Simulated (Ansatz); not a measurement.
`C[SiH2]C(C)=S` + `CN[SiH3]` → `C[SiH2]N(C)[SiH3]` + `CC=S`  (ligand exchange at the Si–C bond)

Program: Ansatz. Geometries: PBE0-D4/def2-TZVP. ΔE: electronic, gas phase. CBS: MP2 limit from def2 TZ/QZ plus the TZ coupled-cluster correction, frozen cores. Functionals use def2-TZVPP. One conformer a species, not always the lowest.

(1) Is it downhill or uphill in electronic energy at CCSD(T)/CBS, and by how much? (Best estimate.)

(2) What do these levels give: BLYP-D4, PBE, r2SCAN, LC-ωPBE, RPA@PBE/def2-TZVPP, HF/def2-QZVPP? (An estimate is asked.)

(3) What do rigid-rotor, harmonic-oscillator terms from PBE0-D4/def2-TZVP frequencies (298.15 K, 1 bar) make of the CCSD(T)/CBS value? (Estimate.)

Largest T1 diagnostic among the species: 0.016.

## Answers

(1) Computed: Downhill: ΔE = -58.1 kJ/mol.

(2) The calculation gave: BLYP-D4 -54.1, PBE -47.0, r2SCAN -54.3, LC-ωPBE -55.4, RPA@PBE/def2-TZVPP -60.8, HF/def2-QZVPP -66.1 kJ/mol.

(3) The calculation gave: ΔZPE = +0.1 kJ/mol, ΔH = -58.4 kJ/mol, ΔS = -2 J/(mol·K), ΔG = -57.8 kJ/mol. Modes under 50 cm⁻¹ make the entropy rough.

Leaving LDA and LC-ωPBE aside and taking each functional with its dispersion term where it has one, the values, not all of them listed here, spread over 13.2 kJ/mol, from BHLYP-D4 to PBE-D4. From PBE to PBE0 (25 % exact exchange), in def2-TZVPP and without D4, ΔE moves by −4.5 kJ/mol. In def2-TZVPP, CCSD(T) changes the Hartree–Fock value by +5.1 kJ/mol (the triples alone add +1.4 kJ/mol) and MP2 by +4.9 kJ/mol.
